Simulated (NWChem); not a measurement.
The numbers come from NWChem runs, not from measurements. System: 2,6-lutidine (C$_{7}$H$_{9}$N), charge 0, spin multiplicity 1, at a geometry optimised with PBE/def2-SVP. Level: RHF/def2-SVP.

The NWChem input:

```
start mol
memory heap 200 mb stack 900 mb global 1100 mb
geometry units angstroms nocenter noautoz
  C      1.073482     0.214437     2.433394
  C      0.270475     0.053584     1.164904
  C     -1.112790    -0.222064     1.206792
  C     -1.809760    -0.360930     0.000000
  C     -1.112790    -0.222064    -1.206792
  C      0.270475     0.053584    -1.164904
  C      1.073482     0.214437    -2.433394
  N      0.935284     0.185930     0.000000
  H      1.022366    -0.698053     3.063338
  H      0.691370     1.055072     3.049577
  H      2.130109     0.412776     2.176887
  H     -1.630097    -0.325312     2.173275
  H     -2.889916    -0.576383     0.000000
  H     -1.630097    -0.325312    -2.173275
  H      2.130109     0.412776    -2.176887
  H      1.022366    -0.698053    -3.063338
  H      0.691370     1.055072    -3.049577
  symmetry group Cs
end
basis spherical
  * library def2-svp
end
scf
  rhf
  nopen 0
  maxiter 100
  thresh 1e-7
  semidirect memsize 60000000 filesize 0
end
task scf energy
```

NWChem printed:

```
             Northwest Computational Chemistry Package (NWChem) 7.3.0
             --------------------------------------------------------

                                NWChem Input Module
                                -------------------

 Scaling coordinates for geometry "geometry" by  1.889725989
 (inverse scale =  0.529177249)

 Turning off AUTOSYM since
 SYMMETRY directive was detected!

                             Geometry "geometry" -> ""
                             -------------------------

 Output coordinates in angstroms (scale by  1.889725989 to convert to a.u.)

  No.       Tag          Charge          X              Y              Z
 ---- ---------------- ---------- -------------- -------------- --------------
    1 C                    6.0000     1.07348200     0.21443700     2.43339400
    2 C                    6.0000     0.27047500     0.05358400     1.16490400
    3 C                    6.0000    -1.11279000    -0.22206400     1.20679200
    4 C                    6.0000    -1.80976000    -0.36093000     0.00000000
    5 C                    6.0000    -1.11279000    -0.22206400    -1.20679200
    6 C                    6.0000     0.27047500     0.05358400    -1.16490400
    7 C                    6.0000     1.07348200     0.21443700    -2.43339400
    8 N                    7.0000     0.93528400     0.18593000     0.00000000
    9 H                    1.0000     1.02236600    -0.69805300     3.06333800
   10 H                    1.0000     0.69137000     1.05507200     3.04957700
   11 H                    1.0000     2.13010900     0.41277600     2.17688700
   12 H                    1.0000    -1.63009700    -0.32531200     2.17327500
   13 H                    1.0000    -2.88991600    -0.57638300     0.00000000
   14 H                    1.0000    -1.63009700    -0.32531200    -2.17327500
   15 H                    1.0000     2.13010900     0.41277600    -2.17688700
   16 H                    1.0000     1.02236600    -0.69805300    -3.06333800
   17 H                    1.0000     0.69137000     1.05507200    -3.04957700

 Effective nuclear repulsion energy (a.u.)     343.2729364718

            Nuclear Dipole moment (a.u.)
            ----------------------------
        X                 Y               Z
 ---------------- ---------------- ----------------
     0.0000226767    -0.0000056692    -0.0000000000

      Symmetry information
      --------------------

 Group name             Cs
 Group number              2
 Group order               2
 No. of unique centers    10

      Symmetry unique atoms

     1    2    3    4    8    9   10   11   12   13


 Summary of "ao basis" -> "" (spherical)
 ------------------------------------------------------------------------------
       Tag                 Description            Shells   Functions and Types
 ---------------- ------------------------------  ------  ---------------------
 *                          def2-svp                  on all atoms

 Summary of "ao basis" -> "ao basis" (spherical)
 ------------------------------------------------------------------------------
       Tag                 Description            Shells   Functions and Types
 ---------------- ------------------------------  ------  ---------------------
 C                          def2-svp                 6       14   3s2p1d
 N                          def2-svp                 6       14   3s2p1d
 H                          def2-svp                 3        5   2s1p

                                 NWChem SCF Module
                                 -----------------

  ao basis        = "ao basis"
  functions       =   157
  atoms           =    17
  closed shells   =    29
  open shells     =     0
  charge          =   0.00
  wavefunction    = RHF
  use symmetry    = T
  symmetry adapt  = T

 Summary of "ao basis" -> "ao basis" (spherical)
 ------------------------------------------------------------------------------
       Tag                 Description            Shells   Functions and Types
 ---------------- ------------------------------  ------  ---------------------
 C                          def2-svp                 6       14   3s2p1d
 N                          def2-svp                 6       14   3s2p1d
 H                          def2-svp                 3        5   2s1p

      Symmetry analysis of basis
      --------------------------

        a'         86
        a"         71

 Forming initial guess at       0.0s

      Superposition of Atomic Density Guess
      -------------------------------------

 Sum of atomic energies:        -322.11136638

      Non-variational initial energy
      ------------------------------

 Total energy =    -327.640626
 1-e energy   =   -1112.546878
 2-e energy   =     441.633315
 HOMO         =      -0.269199
 LUMO         =      -0.027219

      Symmetry analysis of molecular orbitals - initial
      -------------------------------------------------

  Numbering of irreducible representations:

     1 a'          2 a"

  Orbital symmetries:

     1 a'          2 a'          3 a"          4 a'          5 a"
     6 a'          7 a'          8 a"          9 a'         10 a"
    11 a'         12 a'         13 a"         14 a'         15 a"
    16 a'         17 a"         18 a'         19 a'         20 a"
    21 a'         22 a"         23 a"         24 a'         25 a'
    26 a"         27 a'         28 a'         29 a"         30 a'
    31 a"         32 a'         33 a"         34 a'         35 a'
    36 a'         37 a"         38 a"         39 a'

 Starting SCF solution at       1.4s

 ----------------------------------------------
         Quadratically convergent ROHF

 Convergence threshold     :          1.000E-07
 Maximum no. of iterations :          100
 Final Fock-matrix accuracy:          1.000E-09
 ----------------------------------------------

              iter       energy          gnorm     gmax       time
             ----- ------------------- --------- --------- --------
                 1     -324.4336738900  1.05D+00  1.79D-01      1.5
                 2     -324.5216020543  3.85D-01  6.47D-02      1.7
                 3     -324.5326684398  3.07D-02  6.39D-03      2.1
                 4     -324.5327689481  6.72D-04  2.30D-04      2.8
                 5     -324.5327690730  4.13D-07  9.53D-08      3.9
                 6     -324.5327690730  4.22D-09  1.02D-09      4.5

       Final RHF  results
       ------------------

         Total SCF energy =   -324.532769072975
      One-electron energy =  -1118.428202488770
      Two-electron energy =    450.622496944011
 Nuclear repulsion energy =    343.272936471783

        Time for solution =      3.1s

       Symmetry analysis of molecular orbitals - final
       -----------------------------------------------

  Numbering of irreducible representations:

     1 a'          2 a"

  Orbital symmetries:

     1 a'          2 a"          3 a'          4 a'          5 a"
     6 a'          7 a"          8 a'          9 a'         10 a'
    11 a"         12 a'         13 a"         14 a'         15 a"
    16 a'         17 a"         18 a'         19 a'         20 a'
    21 a"         22 a"         23 a"         24 a'         25 a"
    26 a'         27 a'         28 a'         29 a"         30 a'
    31 a"         32 a'         33 a"         34 a'         35 a"
    36 a'         37 a'         38 a'         39 a"

             Final eigenvalues
             -----------------

              1
    1  -15.5515
    2  -11.2812
    3  -11.2812
    4  -11.2615
    5  -11.2380
    6  -11.2379
    7  -11.2311
    8  -11.2311
    9   -1.2380
   10   -1.0653
   11   -1.0554
   12   -0.9616
   13   -0.9178
   14   -0.8201
   15   -0.8012
   16   -0.6789
   17   -0.6689
   18   -0.6132
   19   -0.5869
   20   -0.5772
   21   -0.5679
   22   -0.5639
   23   -0.5287
   24   -0.5257
   25   -0.5042
   26   -0.4965
   27   -0.4058
   28   -0.3758
   29   -0.3252
   30    0.1223
   31    0.1245
   32    0.1841
   33    0.1971
   34    0.2058
   35    0.2445
   36    0.2519
   37    0.2587
   38    0.2676
   39    0.2779

                       ROHF Final Molecular Orbital Analysis
                       -------------------------------------

 Vector   27  Occ=2.000000D+00  E=-4.058115D-01  Symmetry=a'
              MO Center=  6.8D-01,  1.3D-01,  1.0D-13, r^2= 2.5D+00
   Bfn.  Coefficient  Atom+Function         Bfn.  Coefficient  Atom+Function
  ----- ------------  ---------------      ----- ------------  ---------------
   102      0.464655   8 N  px              105     -0.390988   8 N  px
    18      0.188098   2 C  px               74      0.188098   6 C  px
   100     -0.181957   8 N  s                32     -0.177151   3 C  px
    60     -0.177151   5 C  px              101     -0.168383   8 N  s

 Vector   28  Occ=2.000000D+00  E=-3.758409D-01  Symmetry=a'
              MO Center= -5.4D-01, -1.1D-01,  6.3D-16, r^2= 3.1D+00
   Bfn.  Coefficient  Atom+Function         Bfn.  Coefficient  Atom+Function
  ----- ------------  ---------------      ----- ------------  ---------------
   103      0.325598   8 N  py               47      0.312352   4 C  py
   106     -0.273732   8 N  py               50      0.230017   4 C  py
    33      0.192092   3 C  py               61      0.192092   5 C  py
    36      0.157793   3 C  py               64      0.157793   5 C  py

 Vector   29  Occ=2.000000D+00  E=-3.252011D-01  Symmetry=a"
              MO Center= -4.4D-01, -8.8D-02,  3.7D-15, r^2= 3.6D+00
   Bfn.  Coefficient  Atom+Function         Bfn.  Coefficient  Atom+Function
  ----- ------------  ---------------      ----- ------------  ---------------
    33      0.289972   3 C  py               61     -0.289972   5 C  py
    19      0.254526   2 C  py               75     -0.254526   6 C  py
    36      0.250572   3 C  py               64     -0.250572   5 C  py
    22      0.207434   2 C  py               78     -0.207434   6 C  py

 Vector   30  Occ=0.000000D+00  E= 1.222857D-01  Symmetry=a'
              MO Center= -6.6D-01, -1.3D-01,  2.1D-14, r^2= 3.6D+00
   Bfn.  Coefficient  Atom+Function         Bfn.  Coefficient  Atom+Function
  ----- ------------  ---------------      ----- ------------  ---------------
    50      0.633825   4 C  py              106      0.431993   8 N  py
    47      0.336552   4 C  py               36     -0.310659   3 C  py
    64     -0.310659   5 C  py              103     -0.290000   8 N  py
    22     -0.244078   2 C  py               78     -0.244078   6 C  py
    19     -0.181838   2 C  py               75     -0.181838   6 C  py

 Vector   31  Occ=0.000000D+00  E= 1.245306D-01  Symmetry=a"
              MO Center= -2.3D-01, -4.5D-02, -3.8D-16, r^2= 4.9D+00
   Bfn.  Coefficient  Atom+Function         Bfn.  Coefficient  Atom+Function
  ----- ------------  ---------------      ----- ------------  ---------------
    22      0.461405   2 C  py               78     -0.461405   6 C  py
    36     -0.452815   3 C  py               64      0.452815   5 C  py
   114      0.311452   9 H  s               119     -0.312629  10 H  s
   149     -0.311452  16 H  s               154      0.312629  17 H  s
    19      0.293638   2 C  py               75     -0.293638   6 C  py

 Vector   32  Occ=0.000000D+00  E= 1.841059D-01  Symmetry=a'
              MO Center= -1.0D+00, -2.1D-01, -4.4D-13, r^2= 1.3D+01
   Bfn.  Coefficient  Atom+Function         Bfn.  Coefficient  Atom+Function
  ----- ------------  ---------------      ----- ------------  ---------------
     3      1.567381   1 C  s                87      1.567381   7 C  s
   129     -1.008068  12 H  s               139     -1.008068  14 H  s
    45      0.966704   4 C  s               134     -0.923940  13 H  s
   114     -0.644037   9 H  s               149     -0.644037  16 H  s
   119     -0.638509  10 H  s               154     -0.638509  17 H  s

 center of mass
 --------------
 x =  -0.02687310 y =  -0.00546360 z =  -0.00000000

 moments of inertia (a.u.)
 ------------------
         981.637006573839         -95.075660026107          -0.000000000000
         -95.075660026107        1439.201646907193           0.000000000000
          -0.000000000000           0.000000000000         518.415305290203

  Mulliken analysis of the total density
  --------------------------------------

    Atom       Charge   Shell Charges
 -----------   ------   -------------------------------------------------------
    1 C    6     5.96   1.99  0.86  0.16  2.04  0.87  0.03
    2 C    6     6.00   1.99  0.92  0.20  1.97  0.86  0.07
    3 C    6     6.10   1.99  0.88  0.29  2.03  0.88  0.04
    4 C    6     5.95   1.99  0.90  0.22  1.98  0.82  0.05
    5 C    6     6.10   1.99  0.88  0.29  2.03  0.88  0.04
    6 C    6     6.00   1.99  0.92  0.20  1.97  0.86  0.07
    7 C    6     5.96   1.99  0.86  0.16  2.04  0.87  0.03
    8 N    7     7.37   1.99  1.01  0.57  2.32  1.46  0.03
    9 H    1     0.95   0.74  0.18  0.03
   10 H    1     0.95   0.74  0.18  0.03
   11 H    1     0.94   0.74  0.17  0.02
   12 H    1     0.96   0.75  0.18  0.03
   13 H    1     0.94   0.75  0.17  0.02
   14 H    1     0.96   0.75  0.18  0.03
   15 H    1     0.94   0.74  0.17  0.02
   16 H    1     0.95   0.74  0.18  0.03
   17 H    1     0.95   0.74  0.18  0.03

       Multipole analysis of the density wrt the origin
       ------------------------------------------------

     L   x y z        total         open         nuclear
     -   - - -        -----         ----         -------
     0   0 0 0     -0.000000      0.000000     58.000000

     1   1 0 0     -0.642401      0.000000      0.000023
     1   0 1 0     -0.126365      0.000000     -0.000006
     1   0 0 1     -0.000000      0.000000     -0.000000

     2   2 0 0    -35.514123      0.000000    289.712480
     2   1 1 0      0.556941      0.000000     55.545730
     2   1 0 1     -0.000000      0.000000     -0.000000
     2   0 2 0    -38.178690      0.000000     22.451875
     2   0 1 1     -0.000000      0.000000      0.000000
     2   0 0 2    -31.330896      0.000000    575.330233

 Task  times  cpu:        4.6s     wall:        4.6s

 Total times  cpu:        4.6s     wall:        4.6s
```
